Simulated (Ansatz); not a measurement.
Consider the formal exchange of groups at a Te–C bond: `C=CC(=C)[TeH]` + `C1=NC1` → `[TeH]C1=NC1` + `C=CC=C`.

Computed with Ansatz on PBE0-D4/def2-TZVP structures; ΔE is electronic, products minus reactants. CBS: MP2 limit from def2 TZ/QZ plus the TZ coupled-cluster correction, frozen cores. DFT in def2-TZVPP. Elements past krypton have def2 core potentials. For Te outer-core shells are correlated without core-valence functions, which leaves a few kJ/mol of doubt a bond. One conformer a species, not always the lowest.

`C=CC(=C)[TeH]`:

Z-matrix (Å, degrees):
```
C
C 1 1.330
H 1 1.084 2 121.7
H 1 1.083 2 120.8 3 -179.1
C 2 1.455 1 127.2 3 -1.2
H 2 1.090 1 118.9 3 179.2
Te 5 2.116 2 120.8 1 -1.9
C 5 1.335 2 121.5 1 174.4
H 7 1.660 5 94.3 2 -52.3
H 8 1.082 5 122.7 2 178.1
H 8 1.087 5 120.1 2 -2.0
```

`C1=NC1`:

```xyz
6

C     0.398   -0.719   -0.037
N    -0.733   -0.715   -0.558
C    -0.223    0.578    0.074
H     1.218   -1.405    0.132
H    -0.702    0.884    1.000
H     0.043    1.378   -0.610
```

`[TeH]C1=NC1`:

Z-matrix (Å, degrees):
```
C
C 1 1.447
N 1 1.520 2 49.8
H 1 1.087 2 120.2 3 -101.0
H 1 1.087 2 120.2 3 101.0
Te 2 2.060 1 152.1 3 -180.0
H 6 1.656 2 91.6 1 -0.0
```

`C=CC=C`:

```xyz
10

C     0.191   -1.601    0.883
C     0.029   -0.717   -0.100
C    -0.029    0.717    0.100
C    -0.191    1.601   -0.883
H     0.290   -1.283    1.915
H     0.228   -2.666    0.689
H    -0.069   -1.066   -1.126
H     0.069    1.066    1.126
H    -0.291    1.283   -1.915
H    -0.228    2.666   -0.689
```

Problem. Is it downhill or uphill in electronic energy at CCSD(T)/CBS, and by how much? (Estimate.)

Solution. Computed: Downhill: ΔE = -4.7 kcal/mol.

Problem. What do these levels give: PBE0, MP2/def2-TZVPP, HF/def2-QZVPP, MP2/def2-QZVPP, MP2/CBS(def2), CCSD/CBS(def2)? (An estimate is asked.)

Solution. Computed: PBE0 -7.5, MP2/def2-TZVPP -4.5, HF/def2-QZVPP -8.2, MP2/def2-QZVPP -4.3, MP2/CBS(def2) -4.1, CCSD/CBS(def2) -5.1 kcal/mol.

Largest T1 diagnostic among the species: 0.012.

From PBE to PBE0 (25 % exact exchange), in def2-TZVPP and without D4, ΔE moves by +0.8 kcal/mol. In def2-TZVPP, CCSD(T) changes the Hartree–Fock value by +3.1 kcal/mol (the triples alone add +0.4 kcal/mol) and MP2 by +3.6 kcal/mol. The D4 term adds +1.9 kcal/mol with B3LYP and +1.0 kcal/mol with PBE0; it sums over pairs of atoms, weighted by their polarisabilities, and B3LYP, whose exchange is more repulsive, gets the larger term.

B3LYP here is the variant with VWN-RPA as its local correlation; programs differ in this.
